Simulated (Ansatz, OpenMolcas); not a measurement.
**BCl2F (dichlorofluoroborane): the vertical energy of the triplet above the singlet, rung by rung**

The species is BCl2F (4 atoms), meant as a singlet with charge 0. SMILES: `FB(Cl)Cl`. Geometry: relaxed at PBE0-D4/def2-TZVP.

Each level gives the vertical energy of the triplet above the singlet (eV). The values are calculated.

```tsv
level	kind	program	value (eV)	CPU time (all runs)
HF/6-311+G**	Hartree–Fock	OpenMolcas	7.34	28 s
SVWN5/6-311+G**	LDA	OpenMolcas	6.27	51 s
PBE/6-311+G**	GGA	OpenMolcas	6.18	66 s
TPSS/6-311+G**	meta-GGA	OpenMolcas	6.25	97 s
r2SCAN/6-311+G**	meta-GGA	OpenMolcas	6.37	97 s
M06-2X/6-311+G**	hybrid meta-GGA	OpenMolcas	6.96	84 s
FCI/STO-3G	exact in the basis	Ansatz	8.14	21 s
```

The values span 6.18 to 8.14 eV. A triplet this far above the singlet is often a Rydberg-like or dissociative state; sets without diffuse functions put Rydberg states too high. High-level rows in very small sets aren't better than simpler rows in larger ones. CPU times are rough (shared hosts, several kinds of processor and program).
